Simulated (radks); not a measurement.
Cu9+, 20 electrons, occupied as [Ar] 3d2. Calculated with a radial shooting solver on a logarithmic mesh with Libxc functionals: Dirac Kohn-Sham, PBE, spin-unpolarised, spherical densities, point nucleus; open shells are shared between the two j in proportion to 2j + 1. Some entries of the table are withheld. Estimate them.

| orbital | occ. | eigenvalue (hartree) | <1/r> (bohr^-1) |
|---|---|---|---|
| 1s1/2 | 2 | (1) | 29.15 |
| 2s1/2 | 2 | -47.93518 | (2) |
| 2p1/2 | 2 | (3) | (4) |
| 2p3/2 | 4 | (5) | (6) |
| 3s1/2 | 2 | -12.05574 | 2.186 |
| 3p1/2 | 2 | -10.50320 | 2.096 |
| 3p3/2 | 4 | -10.38139 | 2.065 |
| 3d3/2 | 0.8 | -7.84623 | 1.888 |
| 3d5/2 | 1.2 | -7.82647 | 1.881 |

Answer. 
(1) 1s1/2 eigenvalue (hartree): -333.8741
(2) 2s1/2 <1/r> (bohr^-1): 6.367
(3) 2p1/2 eigenvalue (hartree): -43.08781
(4) 2p1/2 <1/r> (bohr^-1): 6.316
(5) 2p3/2 eigenvalue (hartree): -42.33506
(6) 2p3/2 <1/r> (bohr^-1): 6.176
